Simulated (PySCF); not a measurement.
Choosing a molecule for a target property.

Species are written as SMILES; each is one conformer at its optimised geometry, gas phase, non-relativistic unless stated. Electronic properties by PySCF.

Dipoles, sizes and rotational constants follow the conformer. The torsions of the flexible species, by atom-mapped SMILES:
- `[CH3:1][n:2]1[n:3][c:4]([OH:5])[cH:6][cH:7][c:8]1=[O:9]`: H–O5–C4–N3 0°
- `[CH3:1]/[CH:2]=[N:3]\[N:4]([CH2:5][CH3:6])[CH:7]([CH3:8])[CH3:9]`: C2–N3–N4–C5 6°, N3–N4–C5–C6 89°, N3–N4–C7–C8 64°
- `[CH2:1]=[C:2]([F:3])[CH2:4][Si@:5]([CH3:6])([SiH3:7])[CH2:8][C:9]#[N:10]`: C1–C2–C4–Si5 -112°, C2–C4–Si5–C6 67°, C4–Si5–C8–C9 63°
- `[CH:1]#[C:2][CH:3]([C:4]([NH2:5])=[O:6])[C:7]([NH2:8])=[O:9]`: C2–C3–C4–N5 63°, C2–C3–C7–N8 115°, H–N5–C4–C3 175°, H–N5–C4–C3 16°, H–N8–C7–C3 -179°, H–N8–C7–C3 0°
- `[CH:1]#[C:2][c:3]1[n:4][n:5]([CH:6]=[CH2:7])[n:8][c:9]1[CH3:10]`: N4–N5–C6–C7 0°
- `[CH:1]#[C:2][CH2:3][n:4]1[n:5][cH:6][c:7]([CH:8]=[CH2:9])[n:10]1`: C2–C3–N4–N5 89°, C6–C7–C8–C9 2°

The conformers of `CNNC1CCCCC1` aren't listed.

(1) Wanted: dipole moment below 2.4 D (PBE0/pcSseg-1) and smallest rotational constant above 1.1 GHz (GFN2-xTB), at GFN2-xTB geometries. Which candidate meets both?
A. `C=C(F)C[Si@](C)([SiH3])CC#N`
B. `C=C1[C@@H](C)[C@H]1C`
C. `C#CC(C(N)=O)C(N)=O`
D. `Cn1nc(O)ccc1=O`
E. `C/C=N\N(CC)C(C)C`

(2) Wanted: HOMO energy between -6.6 eV and -5.5 eV (PBE0/pcSseg-1) and HOMO–LUMO gap above 5.7 eV (PBE0/pcSseg-1), at GFN2-xTB geometries. Which candidate meets both?
A. `C1CCCCC1NNC`
B. `C#Cc1nn(C=C)nc1C`
C. `C=C(F)C[Si@](C)([SiH3])CC#N`
D. `Cn1nc(O)ccc1=O`
E. `C/C=N\N(CC)C(C)C`
F. `C#CCn1ncc(C=C)n1`

Results:

(1) B. Computed values:
```
                    species  dipole moment  smallest rotational constant
       C=C1[C@@H](C)[C@H]1C         0.53 D                     2.317 GHz
           C/C=N\N(CC)C(C)C         1.89 D                     0.938 GHz
             Cn1nc(O)ccc1=O         2.92 D                     1.012 GHz
         C#CC(C(N)=O)C(N)=O         3.08 D                     1.183 GHz
C=C(F)C[Si@](C)([SiH3])CC#N         4.76 D                     0.599 GHz
```

(2) E. Computed values:
```csv
species,HOMO energy,HOMO–LUMO gap
C=C(F)C[Si@](C)([SiH3])CC#N,-7.36 eV,7.18 eV
C#CCn1ncc(C=C)n1,-6.92 eV,6.13 eV
C#Cc1nn(C=C)nc1C,-6.77 eV,5.36 eV
Cn1nc(O)ccc1=O,-6.50 eV,4.72 eV
C/C=N\N(CC)C(C)C,-5.55 eV,6.44 eV
C1CCCCC1NNC,-5.40 eV,6.88 eV
```
